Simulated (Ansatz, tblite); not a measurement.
Spin states of Sr2S3, each relaxed with B3LYP-D4/def2-SVP in Ansatz. Electronic energies in the gas phase.

In the def2 sets Sr takes a core potential; there is no spin–orbit coupling. The xTB rows come from tblite. Correlated methods freeze 15 core orbitals; core or outer-core shells of Sr are correlated, in sets that lack core-valence functions. The structure comes from a short search, and lower isomers may exist.

Singlet geometry (C2v within 0.1 Å):

```xyz
5

Sr    1.747    0.267    0.498
Sr   -1.825    0.001    0.204
S    -0.245    0.844    2.209
S     0.205   -1.585   -1.058
S     0.117    0.474   -1.854
```

Triplet geometry (Cs within 0.1 Å):

```xyz
5

Sr    1.785    0.339   -1.079
Sr   -1.738    0.548    1.070
S    -0.815    1.269   -1.460
S     0.901   -0.567    1.532
S    -0.132   -1.589   -0.062
```

Quintet geometry (D3h within 0.1 Å):

```csv
atom,x (Å),y (Å),z (Å)
Sr1,-0.2715,-0.6494,-2.1350
Sr2,0.2711,0.6494,2.1351
S3,1.6971,0.3145,-0.3113
S4,-0.5117,-1.5864,0.5475
S5,-1.1852,1.2719,-0.2363
```

⟨S²⟩: triplet 2.01 at PBE0-D4/def2-TZVP (pure 2.00), quintet 6.03 at PBE0-D4/def2-TZVP (pure 6.00).

Run but left out: HF/STO-3G (triplet: ⟨S²⟩ 2.59, where a pure state has 2.00).

Only these spin states were relaxed. The quintet has other bonds than the singlet, so the gap mixes isomer and spin.

```csv
level,triplet − singlet (kJ/mol),quintet − singlet (kJ/mol),lowest of these
GFN1-xTB,241.1,468.2,singlet
GFN2-xTB,54.0,238.2,singlet
HF/def2-TZVP,166.8,308.2,singlet
PBE-D4/def2-TZVP,187.8,343.4,singlet
BLYP-D4/def2-TZVP,172.7,312.2,singlet
PBE0-D4/def2-TZVP,211.6,380.6,singlet
ωB97X-V/def2-TZVP,253.2,452.0,singlet
MP2/def2-TZVP,251.3,484.1,singlet
```

Change of the quintet − singlet gap on mixing in exact exchange, in kJ/mol: PBE to PBE0 (25 % exact exchange) 37.1.

The xTB methods have no spin-polarisation term.
